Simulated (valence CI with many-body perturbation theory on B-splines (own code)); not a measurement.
Results of a calculation; reference values are marked as such.
**Energy levels of Rh¹³⁺**

Level of theory: relativistic CI+MBPT: four valence electrons over a frozen Dirac-Fock core [Ar] 3d10, radial functions for each j: 11 s, 11 p, 9 d, 7 f, 5 g, 2 h, 1 i, with the one-electron correlation potential Σ1, the two-electron term Σ2, the three-electron term Σ3, Breit, model QED; selected CI, second order for the rest (own B-spline code, finite nucleus).

No measured levels were compared; by estimate levels hold to about 250 cm⁻¹ or 0.2 % of their energy and the worst to 1 %, as in measured heavy ions of charge 2 to 7; those with d or f electrons hold less well.

Levels 46 to 73 of 73, with energies above the lowest level, 4s²4p² ³P_0. "Leading %" is the weight of the configuration and term that name the level; weights of strongly mixed levels are sums over their largest components and can fall short. In the jj column 3d3/2^4 stands for four electrons in 3d with j = 3/2.

```csv
No.,Configuration,Term,J,E (cm⁻¹),Leading %,Leading jj,g
46,4s4p²4d,⁵P,3,785470,73,4s 4p1/2 4p3/2 4d5/2 (47 %),1.596
47,4s4p²4d,⁵P,2,791270,83,4s 4p1/2 4p3/2 4d3/2 (47 %),1.762
48,4s4p²4d,³F,4,793920,61,4s 4p3/2^2 4d5/2 (70 %),1.290
49,4s4p²4d,⁵P,1,794130,85,4s 4p1/2 4p3/2 4d3/2 (55 %),2.373
50,4s4p²4d,³P,1,802870,56,4s 4p1/2 4p3/2 4d5/2 (34 %),1.344
51,4s4p²4d,³G,3,807330,79,4s 4p1/2 4p3/2 4d3/2 (76 %),0.791
52,4s4p²4d,³G,4,816410,82,4s 4p1/2 4p3/2 4d5/2 (49 %),1.077
53,4s4p²4d,³F,2,820930,39,4s 4p1/2^2 4d3/2 (27 %),0.995
54,4s4p²4d,³P,0,821140,76,4s 4p3/2^2 4d5/2 (45 %),
55,4s4p²4d,³G,5,827240,86,4s 4p3/2^2 4d5/2 (60 %),1.217
56,4s4p²4d,³D,3,830700,50,4s 4p1/2 4p3/2 4d5/2 (60 %),1.185
57,4s4p²4d,³D,1,832250,68,4s 4p3/2^2 4d3/2 (34 %),0.747
58,4s4p²4d,¹G,4,837480,70,4s 4p1/2 4p3/2 4d5/2 (56 %),1.053
59,4s4p²4d,³D,3,838650,41,4s 4p1/2 4p3/2 4d5/2 (47 %),1.154
60,4s4p²4d,³D,2,845570,56,4s 4p3/2^2 4d3/2 (44 %),1.046
61,4s4p²4d,³D,1,847090,77,4s 4p1/2 4p3/2 4d3/2 (76 %),0.625
62,4s4p²4d,³D,1,851430,65,4s 4p1/2 4p3/2 4d5/2 (47 %),0.717
63,4s4p²4d,³F,3,854370,52,4s 4p1/2 4p3/2 4d5/2 (50 %),1.198
64,4s4p²4d,³D,2,856420,68,4s 4p1/2 4p3/2 4d5/2 (44 %),1.069
65,4s4p²4d,³P,0,858330,88,4s 4p1/2 4p3/2 4d5/2 (45 %),
66,4s4p²4d,³P,1,863310,59,4s 4p1/2 4p3/2 4d5/2 (75 %),1.502
67,4s4p²4d,³F,2,864770,49,4s 4p1/2 4p3/2 4d3/2 (39 %),0.881
68,4s4p²4d,³F,3,865680,46,4s 4p3/2^2 4d3/2 (23 %),1.163
69,4s4p²4d,³D,2,869180,43,4s 4p1/2 4p3/2 4d5/2 (43 %),1.125
70,4s4p²4d,³S,1,875200,27,4s 4p3/2^2 4d3/2 (42 %),1.315
71,4s4p²4d,³F,4,875710,79,4s 4p3/2^2 4d3/2 (56 %),1.222
72,4s4p²4d,³P,2,877480,52,4s 4p3/2^2 4d5/2 (30 %),1.345
73,4s4p²4d,³D,3,877810,58,4s 4p3/2^2 4d5/2 (66 %),1.223
```

Names give the largest LS component (configuration and term), which can be under half, so a name can repeat, a term be missing and a line seem to break the LS rules; names also repeat where a configuration has a term twice.
